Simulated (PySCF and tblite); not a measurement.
The numbers below are computed, except where a source is named.
Stationary points of C5H5BF2 at B3LYP-D3(BJ)/def2-SVP, in Å:

Structure A

```
 1 F     1.617    0.346   -1.811
 2 B     1.758    0.192   -0.506
 3 F     2.905    0.599    0.019
 4 C     0.622   -0.400    0.417
 5 C    -0.409   -1.184   -0.329
 6 C    -1.553   -0.458   -0.408
 7 C    -1.374    0.800    0.310
 8 C    -0.123    0.847    0.836
 9 H     1.097   -0.933    1.260
10 H    -0.224   -2.159   -0.780
11 H    -2.466   -0.752   -0.928
12 H    -2.138    1.573    0.411
13 H     0.312    1.646    1.437
```

Structure B

```
 1 F     1.127    0.582   -1.708
 2 B     1.355    0.502   -0.399
 3 F     2.573    0.865    0.021
 4 C     0.554   -0.675    0.620
 5 C    -0.441   -1.340   -0.146
 6 C    -1.468   -0.437   -0.451
 7 C    -1.160    0.808    0.117
 8 C     0.087    0.717    0.790
 9 H     1.327   -1.148    1.227
10 H    -0.366   -2.366   -0.508
11 H    -2.324   -0.644   -1.094
12 H    -1.735    1.726   -0.009
13 H     0.471    1.411    1.539
```

Geometries: B3LYP-D3(BJ)/def2-SVP; energies: PBE0/pcSseg-1 + D3(BJ), IEF-PCM water; zero-point and thermal terms from GFN2-xTB harmonic modes (soft modes blended into free rotors).

Task: Which structure is a saddle point, and along which motion?

Result: B: one imaginary mode (216i cm⁻¹ at GFN2-xTB, mostly on B2, C4, C8), along the shift of B2 from C4 to C8.

Task: Give their symmetry and energies above the lowest.

Result: A C1, 0.0 kcal/mol; B Cs, 5.4 kcal/mol.
